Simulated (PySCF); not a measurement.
# How methods differ on the ionisation energy of Sb²⁴⁺

Sb²⁴⁺ [Ar] 3d9 (2D) → Sb²⁵⁺ [Ar] 3d8 (3F), as a difference of total energies. All numbers are calculated (PySCF 2.14, scalar relativity by spin-free X2C-1e, in an even-tempered Gaussian basis (19 s from 2.7 bohr⁻², ratio 2.5; 13 p from 3.5 bohr⁻², ratio 2.5; 8 d from 3.5 bohr⁻², ratio 2.5; 4 f from 18 bohr⁻², ratio 2.7; 3 g from 27 bohr⁻², ratio 2.7)). Correlated levels: outer shells: [Ne] frozen; virtual orbitals above 40 to 60 times the deepest correlated orbital energy dropped. The calculations carry no spin-orbit coupling.

| method | ionisation energy (eV) |
| --- | --- |
| UHF | 1288.2 |
| LDA | 1289.9 |
| PBE | 1288.7 |
| PBE0 | 1289.1 |
| r2SCAN | 1288.3 |
| B97-3 | 1289.6 |
| BLYP | 1288.4 |
| MP2 (outer shells) | 1290.0 |
| SCS-MP2 (outer shells) | 1289.7 |

A first-order spin-orbit estimate (lowest level to lowest level, LS coupling) adds -2.174 eV.

Breit and QED terms and the two-electron picture change are absent.

For comparison: 1285 ± 4 eV (theoretical estimate listed by NIST; NIST Atomic Spectra Database, ionization energies).
